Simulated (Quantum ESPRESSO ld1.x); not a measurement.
Values are calculated unless marked as measured or tabulated.
Task: The aim is the erbium ion Er2+ in [Xe] 4f12. What will ld1.x (Quantum ESPRESSO 7.5) do with this input?

```
 &input
    zed=68.0,
    iswitch=1,
    rel=1,
    lsd=1,
    dft='PZ',
    config='[Xe] 4f12 8s1',
    verbosity='high',
    prefix='ld1',
    max_out_wfc=37,
    file_charge='ld1.rho',
 /
```

Result: Refused. The program stops in el_config with "wrong main quantum number": the config string takes n from 1 to 7 alone.

Output (excerpt):

```
     Program LD1 v.7.5 starts

 %%%%%%%%%%%%%%%%%%%%%%%%%%%%%%%%%%%%%%%%%%%%%%%%%%%%%%%%%%%%%%%%%%%%%%%%%%%%%%
     Error in routine el_config (13):
     wrong main quantum number
 %%%%%%%%%%%%%%%%%%%%%%%%%%%%%%%%%%%%%%%%%%%%%%%%%%%%%%%%%%%%%%%%%%%%%%%%%%%%%%

     stopping ...
```

Run on one thread of a shared host, so times are rough (Intel(R) Xeon(R) Processor @ 2.60GHz): 0.49 s of CPU time, 0.94 s wall, peak memory 26 MiB.
